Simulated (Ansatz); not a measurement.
K3Na⁺, relaxed as a doublet with UKS PBE0/def2-TZVP in Ansatz, starting from the GFN2-xTB geometry. Force threshold 0.02 eV/Å.

The structure comes from a short search, and lower isomers may exist.

Start:

Cartesian coordinates in Å:
```
Na -0.075 -1.051 -0.182
K -0.727 2.482 -0.276
K 2.592 2.399 1.221
K -1.790 -3.830 -0.763
```

| step | energy (eV) | largest force component (eV/Å) | SCF passes |
| --- | --- | --- | --- |
| 1 | -53369.8317 | 0.494 | 17 |
| 2 | -53369.9020 | 0.426 | 22 |
| 3 | -53370.0687 | 0.221 | 22 |
| 4 | -53370.1395 | 0.085 | 22 |
| 5 | -53370.1474 | 0.061 | 22 |
| 6 | -53370.1509 | 0.013 | 25 |
| 7 | -53370.1514 | 0.005 | 19 |
| 8 | -53370.1516 | 0.008 | 19 |
| 9 | -53370.1538 | 0.021 | 24 |
| 10 | -53370.1574 | 0.026 | 24 |
| 11 | -53370.1621 | 0.014 | 22 |

Force components are those of the run's own axes.

End:

```csv
atom,x (Å),y (Å),z (Å)
Na1,0.629,-1.024,0.386
K2,-1.332,2.016,-0.531
K3,2.868,2.419,1.191
K4,-2.166,-3.410,-1.046
```

By distances, no bond broke or formed. The bond that changes most is K2–K3, from 3.64 to 4.56 Å (atoms count from 1).

The force fell under the threshold at step 6, but the optimiser went on and released 0.011 eV more. No frequencies were taken in this run, so the end may be a saddle point.

Hardware: 2 threads of Arm Neoverse V2 on a shared host. Wall time 57 s.
